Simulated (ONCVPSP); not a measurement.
# cadmium (Cd), ONCV: configuration errors across variants

cadmium, optimised norm-conserving Vanderbilt (ONCV), made with ONCVPSP 4.0.1 (LDA (Perdew-Wang 92), scalar-relativistic). Core [Ar] 3d10, reference 4s2 4p6 4d10 5s2. Waves: 4s+5s: rc 1.65 bohr, ncon 4, nbas 7, qcut 7.1 1/bohr, 2 projectors; 4p: rc 1.40 bohr, ncon 4, nbas 8, qcut 9.3 1/bohr, 2 projectors, debl 2.6 Ha; 4d: rc 1.75 bohr, ncon 3, nbas 8, qcut 8 1/bohr, 2 projectors, debl 2.3 Ha. Local part: polynomial inside 0.95 bohr (lpopt 4, dvloc0 0 Ha). Core correction: none.

All-electron excitation energies from the reference (eV): (1) 4s2 4p6 4d10 5s1 9.622; (2) 4s2 4p6 4d10 5s0 27.136; (3) 4s2 4p6 4d9 5s0 65.397; (4) 4s1 4p6 4d10 5s2 113.452.

3 further variants failed, have other tests or another functional or relativity, and are left out.

Errors AE − PS in meV (a dash: test not solved or not reliable):

```csv
change,(1),(2),(3),(4),bound ghosts,GHOST(+) flags above zero
base,-1.7,-6.5,-8.1,-558,none,s
s: qcut 5.2; p: qcut 6.8; d: qcut 5.8,-1.3,-5.7,-3.0,-871,none,d
s: qcut 7.7,-1.6,-6.0,-7.7,-525,none,s
"local potential polynomial inside 0.95 bohr (lpopt 4, dvloc0 -0.5 Ha)",-1.7,-6.5,-8.1,-558,none,s
d: nproj 1,-1.7,-6.6,-21,-604,none,s
p: nproj 0; local potential the p channel,-1.7,-6.4,-5.9,-531,none,none
"all radii scaled by about 1.30 (s 2.14, p 1.82, d 2.28 bohr); local potential polynomial inside 1.24 bohr (lpopt 4, dvloc0 0 Ha)",-1.8,-8.1,+17,-939,none,none
s: qcut 4.9,-1.9,-8.0,-9.8,-634,none,none
```

(1) Give the same row for: core correction Teter function, fcfact 5, rcfact 1.25.

Answers

(1) -2.1, -8.8, -9.4, -637; bound ghosts: none; GHOST(+) flags above zero: s.
